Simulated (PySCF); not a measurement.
**Partial charges of `CCc1[p-]cpc1OC`**

Compound: C6H9OP2 (charge -1).
Z-matrix (Å and degrees, GFN2-xTB geometry), rows numbered from 1:
```
C 
C   1  1.5280
C   2  1.5036  1  111.26
P   3  1.7559  2  122.33  1   -96.94
C   4  1.7219  3   94.12  2   178.48
P   5  1.7270  4  119.00  3    -0.01
C   3  1.3781  2  121.70  1    81.13
O   7  1.3914  3  118.37  2     1.71
C   8  1.3908  7  114.27  3   176.64
H   1  1.0889  2  109.71  3    58.67
H   1  1.0875  2  109.67  3   -60.42
H   1  1.0917  2  111.16  3   179.15
H   2  1.0948  1  109.14  3   120.54
H   2  1.0942  1  109.31  3  -120.69
H   5  1.0825  4  121.04  3   179.87
H   9  1.0931  8  107.13  7  -179.07
H   9  1.0991  8  111.27  7   -58.98
H   9  1.0991  8  111.23  7    60.88
```

Density: PBE0/pcSseg-1 (PySCF); schemes: Mulliken, IAO, Hirshfeld and ESP-fitted. The structure is a single GFN2-xTB conformer in the gas phase; no vibrational or solvent corrections. The pcSseg-1 basis has no diffuse functions, a weakness for an anion.

Which atoms carry the lowest charge in the Mulliken, IAO, Hirshfeld and ESP-fitted schemes?

The schemes don't all agree: Mulliken C5 (-0.685); IAO C5 (-0.683); Hirshfeld C5 (-0.252); ESP-fitted P6 (-0.553).

Do the Mulliken, IAO, Hirshfeld and ESP-fitted schemes agree on where the charge is highest?

The schemes don't all agree: Mulliken P4 (+0.193); IAO H11 (+0.138); Hirshfeld H16 (+0.028); ESP-fitted C7 (+0.257).

Tabulate the Mulliken, IAO, Hirshfeld and ESP-fitted charges.

In e:

| atom | environment | Mulliken | IAO | Hirshfeld | ESP-fitted |
| --- | --- | --- | --- | --- | --- |
| C1 | methyl carbon | -0.259 | -0.411 | -0.134 | -0.206 |
| C2 | benzylic-type carbon | -0.131 | -0.240 | -0.088 | +0.189 |
| C3 | substituted aromatic carbon | -0.533 | -0.301 | -0.125 | -0.137 |
| P4 | phosphorus bonded to 2 C | +0.193 | +0.110 | -0.152 | -0.490 |
| C5 | aromatic CH carbon | -0.685 | -0.683 | -0.252 | -0.080 |
| P6 | phosphorus bonded to 2 C | +0.132 | +0.044 | -0.169 | -0.553 |
| C7 | aromatic carbon bearing oxygen | +0.003 | -0.084 | -0.043 | +0.257 |
| O8 | aryl ether oxygen | -0.501 | -0.358 | -0.129 | -0.208 |
| C9 | methoxy carbon | -0.017 | -0.194 | -0.060 | -0.198 |
| H10 | methyl hydrogen | +0.094 | +0.133 | +0.022 | +0.061 |
| H11 | methyl hydrogen | +0.110 | +0.138 | +0.025 | +0.035 |
| H12 | methyl hydrogen | +0.064 | +0.105 | +0.014 | -0.004 |
| H13 | methylene hydrogen | +0.095 | +0.124 | +0.015 | -0.078 |
| H14 | methylene hydrogen | +0.087 | +0.117 | +0.016 | +0.010 |
| H15 | aromatic hydrogen | +0.090 | +0.132 | -0.003 | +0.131 |
| H16 | methyl hydrogen | +0.084 | +0.127 | +0.028 | +0.084 |
| H17 | methyl hydrogen | +0.086 | +0.122 | +0.017 | +0.088 |
| H18 | methyl hydrogen | +0.087 | +0.122 | +0.017 | +0.098 |

Mean size of the charges over all atoms: IAO 0.197 e, Mulliken 0.181 e, ESP-fitted 0.162 e, Hirshfeld 0.073 e. Each set sums to the total charge, -1, to within 0.001 e. The ESP scheme fits charges at the nuclei, held to the total charge, to the electrostatic potential on points at 1.4 to 2.0 times the van der Waals radii.

Sum the charges by element, for elements with more than one atom.

```
element  atoms  Mulliken     IAO  Hirshfeld  ESP-fitted
      C      6    -1.622  -1.913     -0.701      -0.174
      P      2    +0.325  +0.154     -0.321      -1.043
      H      9    +0.797  +1.118     +0.151      +0.425
```

How closely do the schemes follow one another over all atoms?

Correlation coefficient and root-mean-square difference: Mulliken with IAO 0.92, 0.099 e; IAO with Hirshfeld 0.79, 0.184 e; Mulliken with Hirshfeld 0.67, 0.207 e; Hirshfeld with ESP-fitted 0.61, 0.172 e; IAO with ESP-fitted 0.16, 0.294 e; Mulliken with ESP-fitted 0.08, 0.316 e.

How many electrons does the ESP-fitted scheme count on C7?

Z − q = 6 − (+0.257) = 5.743.
